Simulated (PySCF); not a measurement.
Methyl 2-butynoate, C5H6O2.
Bonds: C1–C2, C2–C3 (triple), C3–C4, C4–O5 (double), C4–O6, O6–C7. Hydrogens: H8, H9, H10 on C1; H11, H12, H13 on C7.

Theory: PBE0-D3(BJ)/def2-SVP geometry optimisation, gas phase in PySCF 2.14.0.

Q: Give the optimised bond lengths and angles.

A: 
| bond | length (Å) |
| --- | --- |
| C1–C2 | 1.449 |
| C2≡C3 | 1.213 |
| C3–C4 | 1.448 |
| C4=O5 | 1.204 |
| C4–O6 | 1.337 |
| O6–C7 | 1.417 |
| C1–H8, C1–H9, C1–H10 | 1.101 |
| C7–H11, C7–H12, C7–H13 | 1.099 |

Bonds in one row agree within 0.01 Å and their mean is given. A selection of angles:
| angle | degrees |
| --- | --- |
| C2–C1–H8 | 110.8 |
| C2–C1–H9 | 110.4 |
| H8–C1–H9 | 107.8 |
| C1–C2–C3 | 179.9 |
| C2–C3–C4 | 176.5 |
| C3–C4–O5 | 124.6 |
| C3–C4–O6 | 111.4 |
| O5–C4–O6 | 124.0 |
| C4–O6–C7 | 115.4 |
| O6–C7–H11 | 106.2 |
| O6–C7–H12 | 110.9 |
| H11–C7–H12 | 110.3 |
| H12–C7–H13 | 108.2 |

Torsions: C3–C4–O6–C7 180° (antiperiplanar). The mirror-image conformer, all signs reversed, is as good.

Of the pairs four or more bonds apart, O5···H12 is among the closest relative to their van der Waals radii: 2.63 Å, 97 % of the sum of Bondi's values. The C–O distances run from 1.204 Å (C4=O5, drawn double) to 1.417 Å (O6–C7, drawn single), a spread of 0.213 Å. O6 (ester single-bonded oxygen) is bent (angle 115.4°). The 7 heavy atoms lie in one plane (0.001 Å rms). The C–C distances run from 1.213 Å (C2≡C3, drawn triple) to 1.449 Å (C1–C2, drawn single), a spread of 0.236 Å.

Whether it is a minimum is left open (no frequencies). The numbers are those of one conformer.

On an Arm Neoverse V1 with one thread, no GPU (shared host), this took 43 s wall. That covers the optimisation of the geometry.
